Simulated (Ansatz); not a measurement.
Isolated molecules relaxed with PBE0-D4/def2-TZVP in Ansatz; ΔE leaves out vibrations. CBS: MP2 limit from def2 TZ/QZ plus the TZ coupled-cluster correction, frozen cores. Functionals use def2-TZVPP. B3LYP here is the variant with VWN-RPA as its local correlation; programs differ in this. One conformer a species, not always the lowest.

Reaction (isomerisation): `C[N]1C[CH2][AlH]1` → `C/C=C\[NH][AlH2]`

Problem. Is it downhill or uphill in electronic energy at CCSD(T)/CBS, and by how much? (Best estimate.)

Solution. The calculation gave: Downhill: ΔE = -0.25 eV.

Problem. What do these levels give: r2SCAN-D4, PBE0-D4, ωB97X-V, ωB97M-V, PBE, r2SCAN, PBE0, B3LYP, MP2/def2-TZVPP, CCSD(T)/def2-TZVPP, MP2/CBS(def2), CCSD/CBS(def2)? (An estimate is asked.)

Solution. Computed: r2SCAN-D4 -0.23, PBE0-D4 -0.14, ωB97X-V -0.16, ωB97M-V -0.20, PBE -0.20, r2SCAN -0.23, PBE0 -0.15, B3LYP -0.38, MP2/def2-TZVPP -0.17, CCSD(T)/def2-TZVPP -0.24, MP2/CBS(def2) -0.18, CCSD/CBS(def2) -0.26 eV.

Largest T1 diagnostic among the species: 0.013.

In def2-TZVPP, CCSD(T) changes the Hartree–Fock value by +0.27 eV (the triples alone add +0.01 eV) and MP2 by +0.34 eV. From PBE to PBE0 (25 % exact exchange), in def2-TZVPP and without D4, ΔE moves by +0.05 eV.
